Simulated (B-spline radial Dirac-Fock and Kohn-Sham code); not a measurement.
**X-ray form factors of iridium in several charge states**

Model: relativistic Hartree-Fock (Dirac-Fock) wave functions, averaged over the configuration. Program: a B-spline atomic structure program.

Configurations: Ir¹²⁺ [Kr] 4d10 4f14 5s2 5p3; Ir¹³⁺ [Kr] 4d10 4f14 5s2 5p2; Ir¹⁴⁺ [Kr] 4d10 4f14 5s2 5p1; Ir¹⁵⁺ [Kr] 4d10 4f14 5s2; Ir²¹⁺ [Kr] 4d10 4f10; Ir²³⁺ [Kr] 4d10 4f8. The first column is f₀ of Ir¹²⁺, the others are differences from it.

```
s (Å⁻¹)   Ir¹²⁺  Δ Ir¹³⁺  Δ Ir¹⁴⁺  Δ Ir¹⁵⁺  Δ Ir²¹⁺  Δ Ir²³⁺
      0  65.000   -1.000   -2.000   -3.000   -9.000  -11.000
   0.05  64.726   -0.976   -1.953   -2.931   -8.861  -10.847
    0.1  63.920   -0.906   -1.817   -2.732   -8.457  -10.402
   0.15  62.624   -0.799   -1.607   -2.422   -7.821   -9.699
    0.2  60.905   -0.665   -1.344   -2.035   -7.004   -8.793
   0.25  58.845   -0.519   -1.054   -1.605   -6.070   -7.748
    0.3  56.532   -0.371   -0.762   -1.171   -5.082   -6.635
   0.35  54.055   -0.235   -0.490   -0.764   -4.102   -5.517
    0.4  51.493   -0.119   -0.256   -0.410   -3.181   -4.450
   0.45  48.916   -0.026   -0.068   -0.124   -2.356   -3.476
    0.5  46.377   +0.040   +0.069   +0.087   -1.650   -2.623
    0.6  41.561   +0.103   +0.204   +0.301   -0.626   -1.318
    0.7  37.219   +0.098   +0.201   +0.306   -0.067   -0.515
    0.8  33.395   +0.063   +0.131   +0.205   +0.158   -0.096
    0.9  30.069   +0.023   +0.050   +0.082   +0.191   +0.080
      1  27.202   -0.007   -0.013   -0.016   +0.141   +0.127
    1.1  24.753   -0.024   -0.048   -0.072   +0.076   +0.119
    1.2  22.680   -0.029   -0.059   -0.091   +0.027   +0.098
    1.4  19.495   -0.020   -0.042   -0.066   -0.004   +0.074
    1.6  17.281   -0.006   -0.014   -0.023   +0.019   +0.079
```

Values without a named source are computed, but for edge energies of neutral atoms, which are taken from tables.
